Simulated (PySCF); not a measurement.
Static response to an electric field

Species: C₉H₈.
Structure used (GFN2-xTB), in Å, numbered top down from 1:
```xyz
17
C9H8 angstrom
C     -0.9655    2.7960   -0.1561
C     -0.2765    1.8106   -0.2097
C      0.5848    0.7089   -0.3019
C      1.8847    0.7584   -0.7004
C      2.4418   -0.5707   -0.6724
C      1.4943   -1.4355   -0.2588
C      0.2670   -0.6952    0.0093
C     -0.8677   -1.2480    0.4630
C     -2.1450   -0.5616    0.7722
H     -1.5875    3.6385   -0.0985
H      2.4218    1.6433   -0.9912
H      3.4559   -0.8030   -0.9447
H      1.5849   -2.4983   -0.1317
H     -0.8675   -2.3193    0.6362
H     -2.9526   -1.0103    0.1926
H     -2.0912    0.5005    0.5558
H     -2.3887   -0.7026    1.8264
```

Level: PBE0/def2-SVPD (PySCF), static field, nuclei fixed, core orbitals frozen in the response. The polarisability tensor in these axes (au):

```
x   136.20  -9.97 -21.79
y    -9.97 125.76  -7.06
z   -21.79  -7.06  69.26
```

Task: Give the principal values, the mean and the anisotropy Δα = √{½[(α1 − α2)² + (α2 − α3)² + (α1 − α3)²]}.

Result: Principal values 61.34, 124.18 and 145.69 au; mean 110.41 au = 16.36 Å³ = 18.20 × 10⁻⁴⁰ C²·m²/J; Δα = 75.92 au (69 % of the mean).

Task: What is the dipole moment, and where does it point?

Result: (-0.92, -1.06, 0.49) D, 1.49 D in size, pointing from the negative to the positive side. Measured along this direction, the outermost atoms are H11 at the negative end and H15 and H17 at the positive end.

Task: Form Σ f/ω² (atomic units) for the 6 lowest TDDFT singlets, given as eV and f, and set it beside the mean polarisability, which is this sum over all singlets: 3.09, 0.0509; 4.43, 0.0001; 4.92, 0.2905; 5.58, 0.0001; 5.61, 0.0228; 5.98, 0.0211.

Result: They add up to 13.79 au, 12.5 % of the 110.41 au; the largest single term is 8.87 au, from the state at 4.92 eV. Terms in order: 3.94, 0.00, 8.87, 0.00, 0.54, 0.44 au. Higher excitations give the rest. The strengths listed sum to 0.386.

Task: Along which axes do the principal values lie, and how far do the nuclei extend along each?

Result: Largest value along (0.90, -0.37, -0.22), where the nuclei span 6.39 Å; middle along (0.32, 0.92, -0.24), 5.41 Å; least along (0.29, 0.15, 0.94), 1.75 Å. The response follows the extents in order.

Task: Give the eigenvalues of the traceless quadrupole moment Θ = ½Σq(3rr − r²1), origin at the centre of nuclear charge.

Result: -10.19, 3.61, 6.58 D·Å. The values depend on the origin, since the dipole doesn't vanish. The electronic extent ⟨r²⟩ about the same centre is 1180 bohr², a root-mean-square distance of 2.31 Å for the 62 electrons.

Isolated species at its GFN2-xTB geometry, gas phase.

The run behind these numbers computed excited states as well. Hardware: an Arm Neoverse V1 with one thread (shared host). Cost: 49 s of wall time, 1.0 GiB resident at most.
